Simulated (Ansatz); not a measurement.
Gas-phase reaction in SMILES: CC(C)=C([SiH3])Cl + 4 C (CH4) -> C=C (C2H4) + 2 CC (C2H6) + CCl (CH3Cl) + C[SiH3] [methylsilane]
Each molecule is optimised on its own at B3LYP-D3(BJ)/def2-TZVP (Ansatz, an electronic-structure program).

Quantity: bond separation energy (electronic energy difference), in kJ/mol. Valence correlation only, unless marked. Spin-orbit coupling is left out. No relativistic terms. CBS(X,Y): correlation extrapolated as X^-3; Hartree-Fock from the larger set. [CCSD(T)-MP2]/basis is that difference in the basis named.

RI-MP2/CBS(cc-pV(T+d)Z,cc-pV(Q+d)Z)+[CCSD(T)-MP2]/cc-pV(T+d)Z (Ansatz) gives 67.1 kJ/mol.

Problem. Another calculation gave 50.2 kJ/mol. Which level was it?
A) BLYP/def2-TZVPD (Ansatz)
B) SVWN5/def2-TZVPD (Ansatz)
C) r2SCAN0/def2-TZVPD (Ansatz)
D) B97M-V/def2-TZVPD (Ansatz)

Solution. A, BLYP/def2-TZVPD (Ansatz). The others give 65.7 (r2SCAN0), 78.0 (B97M-V), 91.1 (SVWN5) kJ/mol.
